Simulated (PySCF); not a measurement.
C3H6N2Si, SMILES C(C#N)/C=N/[SiH3]. Atoms are numbered in the order given.

```xyz
12

N     -3.3587     0.8935    -0.6881
C     -2.5244     0.4033    -0.0286
C     -1.4522    -0.2042     0.7570
C     -0.1411    -0.3243    -0.0148
N      0.9719    -0.0540     0.5373
Si     2.5502    -0.2049    -0.2537
H     -1.2673     0.3711     1.6869
H     -1.7750    -1.2268     1.0597
H     -0.2582    -0.6822    -1.0718
H      3.2037     1.1450    -0.2177
H      2.4432    -0.6887    -1.6824
H      3.3645    -1.1747     0.5518
```

Coordinates come from a PBE-D3(BJ)/def2-SVP optimisation. The structure was generated by enumeration; whether it is a known compound was not checked. One conformer was computed; it need not be the lowest.

Method: PBE-D3(BJ)/def2-SVP run with PySCF.

Frequencies are harmonic and unscaled.

Computed vibrational spectrum:
```
mode  ν (cm⁻¹)  IR (km/mol)  moving atoms (share of kinetic energy)
----  --------  -----------  --------------------------------------
1           49          5.9                  H 36 %, C 30 %, N 26 %
2           99          3.1         N 40 %, H 31 %, Si 16 %, C 13 %
3          160          4.5                          N 47 %, H 47 %
4          170          3.0                  H 36 %, N 28 %, C 27 %
5          232          2.8                  C 46 %, N 29 %, H 24 %
6          352          0.0                  C 54 %, H 26 %, N 20 %
7          374          0.7         C 44 %, Si 30 %, H 15 %, N 11 %
8          507         12.8                  C 72 %, H 16 %, N 11 %
9          657         52.9                  H 76 %, Si 11 %, C 9 %
10         677         54.4                  H 76 %, Si 10 %, N 9 %
11         732         36.7         N 37 %, H 36 %, Si 14 %, C 14 %
12         810          5.9                  H 37 %, N 29 %, C 28 %
13         900        124.0                                  H 95 %
14         906         45.4                                  H 97 %
15         913        237.8                          H 91 %, Si 8 %
16         957         12.8                  C 49 %, H 30 %, N 20 %
17         976          1.2                          H 52 %, C 43 %
18        1033         14.2                          C 73 %, H 25 %
19        1150          2.4                          H 85 %, C 14 %
20        1227          3.1                          H 59 %, C 39 %
21        1342         12.2                           H 84 %, C 8 %
22        1356          8.4                          H 89 %, C 10 %
23        1722        256.9                          C 54 %, N 43 %
24        2123        111.5                                  H 97 %
25        2187         80.0                                  H 97 %
26        2191         86.7                                  H 96 %
27        2298         12.6                          C 62 %, N 38 %
28        2884         40.3                           H 92 %, C 8 %
29        2965          1.2                                  H 94 %
30        3047          0.8                           H 91 %, C 9 %
```
